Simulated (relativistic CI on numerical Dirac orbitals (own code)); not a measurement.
## Mo²⁺: resonant inelastic scattering at the M2,3 edge

Computed with this model: Dirac-Coulomb-Breit CI, orbitals from a KLI potential per configuration, model QED, valence Slater integrals scaled by 0.8, Kramers-Heisenberg scattering through one core-hole configuration in a parametric crystal field; configurations [Kr] 4d4 → [Ne] 3s2 3p5 3d10 4s2 4p6 4d5; 80 K; core-hole width 2 eV; summed over polarisations. Incident energies are the highest absorption maxima for each field (at most a few, so the weaker spin-orbit partner edge can be absent), on the computed scale of the free ion. Intensities are in per cent of the strongest line above 0.02 eV; levels within 1 cm⁻¹ are merged; final levels count from the ground level, the first row holds all elastic scattering, lines under 0.4 are left out and each table stops after 24 rows. The scale of the Slater integrals is a model choice and moves the terms in proportion.

Field parameters in Wybourne normalisation: D3d B²₀ = −7Dσ, B⁴₀ = −14Dq − 21Dτ, B⁴₃ = −14√(10/7) Dq; Oh B⁴₀ = 21Dq, B⁴₄ = √(5/14) B⁴₀. The field is a parameter set, without covalency.

S is read from ⟨S²⟩ = S(S + 1).

Oh, 10Dq = 22550 cm⁻¹:

```csv
Final level (eV),Degeneracy,Irrep,S,398.6 eV,416.5 eV
0.000,1,A1,1.01,902.0,88.5
0.050,3,T1,1.01,3.0,5.1
0.124,2,E,1.01,8.0,14.3
0.125,3,T2,1.00,20.1,8.6
0.976,3,T2,0.03,8.8,4.8
1.057,3,T2,1.99,24.3,12.3
1.059,2,E,1.96,21.0,13.7
1.061,3,T1,1.99,8.7,2.9
1.063,1,A1,1.99,37.4,15.5
1.082,2,E,0.15,7.7,2.0
2.024,1,A1,0.04,19.8,5.8
2.611,3,T1,1.00,44.8,38.2
2.619,3,T2,1.00,0.6,4.1
2.631,1,A1,1.00,17.3,13.7
2.654,3,T1,1.01,100.0,13.6
2.722,2,E,1.00,9.9,2.6
2.725,3,T2,1.00,1.4,0.0
2.749,3,T1,1.01,31.5,15.9
2.751,2,E,1.00,10.0,5.0
2.799,3,T2,1.00,9.2,2.6
2.911,3,T1,1.00,16.4,2.5
3.017,3,T2,1.01,5.7,11.2
3.234,3,T2,1.01,35.8,1.1
3.240,3,T1,1.01,1.1,4.4
```

D3d, 10Dq = 30650, Dσ = -180, Dτ = 430 cm⁻¹:

| Final level (eV) | Degeneracy | Irrep | S | 396.6 eV | 399.6 eV | 417.3 eV |
| --- | --- | --- | --- | --- | --- | --- |
| 0.000 | 1 | A1 | 1.00 | 428.8 | 681.2 | 97.9 |
| 0.012 | 2 | E | 1.00 | 5.6 | 2.9 | 2.0 |
| 0.293 | 1 | A2 | 1.00 | 5.2 | 1.8 | 1.2 |
| 0.298 | 1 | A1 | 1.00 | 14.0 | 4.6 | 1.0 |
| 0.337 | 2 | E | 1.00 | 55.5 | 16.5 | 6.0 |
| 0.372 | 2 | E | 0.99 | 28.0 | 5.6 | 2.5 |
| 0.935 | 2 | E | 0.03 | 18.7 | 4.2 | 1.7 |
| 1.258 | 1 | A1 | 0.01 | 19.6 | 3.4 | 1.3 |
| 1.333 | 2 | E | 0.01 | 14.1 | 3.2 | 1.2 |
| 2.385 | 2 | E | 2.00 | 0.8 | 7.4 | 3.9 |
| 2.386 | 1 | A2 | 2.00 | 0.2 | 2.1 | 1.0 |
| 2.387 | 1 | A1 | 2.00 | 2.0 | 20.7 | 10.0 |
| 2.389 | 2 | E | 2.00 | 1.1 | 14.7 | 7.5 |
| 2.392 | 2 | E | 2.00 | 1.9 | 17.6 | 9.5 |
| 2.394 | 2 | A1+A2 | 2.00 | 0.7 | 7.2 | 3.3 |
| 2.464 | 1 | A1 | 0.02 | 12.9 | 3.0 | 0.8 |
| 3.864 | 1 | A2 | 1.00 | 1.9 | 11.5 | 3.5 |
| 3.864 | 1 | A1 | 1.00 | 2.7 | 22.0 | 9.0 |
| 3.879 | 2 | E | 1.00 | 18.2 | 100.0 | 26.9 |
| 3.905 | 2 | E | 1.00 | 3.4 | 20.2 | 6.4 |
| 3.907 | 1 | A2 | 1.00 | 6.1 | 37.8 | 10.1 |
| 3.914 | 2 | E | 1.00 | 4.0 | 29.0 | 7.1 |
| 3.975 | 1 | A1 | 1.00 | 0.5 | 6.1 | 2.8 |
| 3.985 | 1 | A2 | 1.00 | 0.5 | 4.7 | 1.4 |

D3d, 10Dq = 8800, Dσ = 520, Dτ = -470 cm⁻¹:

```csv
Final level (eV),Degeneracy,Irrep,S,398.2 eV,416.4 eV
0.000,1,A1,1.98,1961.3,163.7
0.002,1,A2,1.99,8.9,8.3
0.019,2,E,1.99,40.1,15.1
0.035,2,E,1.99,14.5,2.8
0.045,1,A1,1.99,7.0,1.4
0.055,1,A2,2.00,4.9,0.9
0.063,2,E,1.99,100.0,10.7
0.743,1,A1,1.04,41.6,9.7
0.784,1,A2,1.02,23.5,7.3
0.790,2,E,1.13,10.2,3.6
0.804,2,E,1.11,30.7,9.9
0.812,1,A1,1.95,2.0,0.8
0.815,2,E,1.90,12.4,4.3
0.824,2,E,1.93,43.4,3.8
1.064,1,A1,1.98,24.1,5.3
1.065,1,A2,1.99,21.1,4.3
1.073,2,E,1.98,7.5,2.0
1.076,2,E,1.96,3.8,1.2
1.080,1,A2,1.98,3.0,1.2
1.088,1,A1,1.97,3.3,1.6
1.090,2,E,1.96,28.1,6.0
1.107,1,A1,0.98,2.2,1.1
1.109,2,E,1.06,14.9,13.8
1.227,1,A1,0.42,2.5,1.3
```

For the first field the strongest loss at the lowest incident energy is the level at 2.65 eV (S = 1.01, against 1.01 in the thermal ground state). Levels of other spin, the first over 8 % at 0.98 eV, appear because spin-orbit coupling of the core hole, and in heavier ions of the valence shell too, mixes spins.
